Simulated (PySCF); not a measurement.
CH3Be, charge +1. Atoms are numbered in the order given.

```xyz
5

Be     0.0000     0.0000    -1.2282
C      0.0000     0.0000     0.4255
H      0.8944     0.5164     0.7866
H      0.0000    -1.0328     0.7866
H     -0.8944     0.5164     0.7866
```
Charge +1, spin multiplicity 1.

Geometry optimised at B3LYP-D3(BJ)/def2-TZVPD. The spin state was assumed, not searched. The isomer is the one that the SMILES or the coordinates give; other isomers of the formula were not compared.

Calculation: PBE/def2-TZVPD run with PySCF.

Mulliken values depend strongly on the basis, most of all with diffuse functions as here. Atomic charges (e):

```csv
atom,Mulliken,IAO
Be1,0.53,…
C2,0.06,…
H3,0.14,…
H4,0.14,…
H5,0.14,…
```

Q: Fill in the missing entries. (Estimate from the structure and the level; the computed values follow.)

A: 
- Be1, IAO: 1.44
- C2, IAO: -1.08
- H3, IAO: 0.21
- H4, IAO: 0.21
- H5, IAO: 0.21
